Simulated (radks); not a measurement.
Results of a calculation; reference values are marked as such.
The praseodymium ion Pr5+ is in [Xe]. Level of theory: scalar-relativistic Kohn-Sham, PBE, spin-polarised, spherical densities, finite nucleus; Fermi nuclear charge, rms radius of each element as measured or else 0.836 A^(1/3) + 0.57 fm (a radial shooting solver on a logarithmic mesh with Libxc functionals). Open shells are filled with parallel spins first. One electron is removed from 5p, 4d, 5s, 4p in turn, with full relaxation. Which removal costs least, and what does each cost?

Answer. 5p 83.545 eV; 5s 104.93 eV; 4d 195.94 eV; 4p 302.71 eV. The 5p electron leaves first.
